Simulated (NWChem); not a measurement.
System: ZnNH2I; SMILES [Zn]([NH2])[I]

The following NWChem deck was run.

```
start job
memory heap 200 mb stack 900 mb global 1100 mb
geometry units angstroms noautosym nocenter noautoz
  Zn     0.152785    -1.187070     0.003756
  I     -0.145193     1.224239     0.001062
  N      0.519708    -2.969153     0.008247
  H      0.276835    -3.484326    -0.835143
  H      0.167793    -3.503297     0.799783
end
basis spherical
  Zn library def2-svpd
  I library def2-svpd
  N library def2-svpd
  H library def2-svpd
end
ecp
  I library def2-ecp
end
dft
  xc bhlyp
  iterations 150
end
property
  response 1 0.0
end
task dft property
```

Excerpt of the output:

```
             Northwest Computational Chemistry Package (NWChem) 7.3.0
             --------------------------------------------------------

                             Geometry "geometry" -> ""
                             -------------------------

 Output coordinates in angstroms (scale by  1.889725989 to convert to a.u.)

  No.       Tag          Charge          X              Y              Z
 ---- ---------------- ---------- -------------- -------------- --------------
    1 Zn                  30.0000     0.15278500    -1.18707000     0.00375600
    2 I                   53.0000    -0.14519300     1.22423900     0.00106200
    3 N                    7.0000     0.51970800    -2.96915300     0.00824700
    4 H                    1.0000     0.27683500    -3.48432600    -0.83514300
    5 H                    1.0000     0.16779300    -3.50329700     0.79978300

 Effective nuclear repulsion energy (a.u.)     485.8645272027

                                 NWChem DFT Module
                                 -----------------

 Summary of "ao basis" -> "ao basis" (spherical)
 ------------------------------------------------------------------------------
       Tag                 Description            Shells   Functions and Types
 ---------------- ------------------------------  ------  ---------------------
 Zn                        def2-svpd                12       34   5s4p2d1f
 I                         def2-svpd                13       35   5s5p3d
 N                         def2-svpd                 8       20   4s2p2d
 H                         def2-svpd                 4        8   2s2p

            General Information
            -------------------
          SCF calculation type: DFT
          Wavefunction type:  closed shell.
          No. of atoms     :     5
          No. of electrons :    64
           Alpha electrons :    32
            Beta electrons :    32
          Charge           :     0
          Spin multiplicity:     1
          Use of symmetry is: off; symmetry adaption is: off
          Maximum number of iterations: 150
          AO basis - number of functions:   105
                     number of shells:    41
          Convergence on energy requested:  1.00D-06
          Convergence on density requested:  1.00D-05
          Convergence on gradient requested:  5.00D-04

              XC Information
              --------------
                        BHLYP Method XC Functional
                     Hartree-Fock (Exact) Exchange  0.500
                        Slater Exchange Functional  0.500 local
                    Becke 1988 Exchange Functional  0.500 non-local
              Lee-Yang-Parr Correlation Functional  1.000

             Grid Information
             ----------------
          Grid used for XC integration:  medium
          Radial quadrature: Mura-Knowles
          Angular quadrature: Lebedev.
          Tag              B.-S. Rad. Rad. Pts. Rad. Cut. Ang. Pts.
          ---              ---------- --------- --------- ---------
          Zn                  1.35      112          13.0       590
          I                   1.40      123          12.0       590
          N                   0.65       49          14.0       434
          H                   0.35       45          15.0       434
          Grid pruning is: on
          Number of quadrature shells:   374
          Spatial weights used:  Erf1

      Superposition of Atomic Density Guess
      -------------------------------------

 Sum of atomic energies:       -2179.93134920

      Non-variational initial energy
      ------------------------------

 Total energy =   -2130.182723
 1-e energy   =   -3619.434619
 2-e energy   =    1216.937833
 HOMO         =      -0.338933
 LUMO         =      -0.042640

   convergence    iter        energy       DeltaE   RMS-Dens  Diis-err
 ---------------- ----- ----------------- --------- --------- ---------
 d= 0,ls=0.0,diis     1  -2132.6600811896 -2.40D+03  1.63D-02  3.62D-01
 d= 0,ls=0.0,diis     2  -2132.6643799632 -4.30D-03  5.81D-03  4.24D-01
 d= 0,ls=0.0,diis     3  -2132.7130669207 -4.87D-02  1.18D-03  9.70D-03
 d= 0,ls=0.0,diis     4  -2132.7140797646 -1.01D-03  3.27D-04  9.22D-04
 d= 0,ls=0.0,diis     5  -2132.7142231355 -1.43D-04  8.01D-05  2.61D-05
  Resetting Diis
 d= 0,ls=0.0,diis     6  -2132.7142277474 -4.61D-06  1.74D-05  1.78D-06
 d= 0,ls=0.0,diis     7  -2132.7142280175 -2.70D-07  8.60D-06  3.20D-07

         Total DFT energy =    -2132.714228017512
      One electron energy =    -3618.969423426124
           Coulomb energy =     1314.935450818988
    Exchange-Corr. energy =     -100.994317348282
 Nuclear repulsion energy =      272.314061937907

 Numeric. integr. density =       64.000006986503

                       DFT Final Molecular Orbital Analysis
                       ------------------------------------

[...]

 DFT Linear Response polarizability / au
 Frequency  =       0.0000000 / au
              X              Y              Z
 -----------------------------------------------
 X      56.3790359     -5.4956733      0.0574306
 Y      -5.4956636     88.6054666     -0.0831491
 Z       0.0574306     -0.0831495     54.7566564
 -----------------------------------------------
 Eigenvalues =      55.4702148     89.5171249     54.7538192
 Isotropic   =      66.5803863
 Anisotropic =      34.4107013
 -----------------------------------------------

 Magnetic Dipole Response Matrix (nonzero elements):

 Exiting AOResponse driver routine
```

Level: BHandHLYP/def2-SVPD with def2 effective core potentials on I. Coordinates come from a PBE0/def2-SVP optimisation. def2 effective core potentials on I; no spin-orbit coupling.
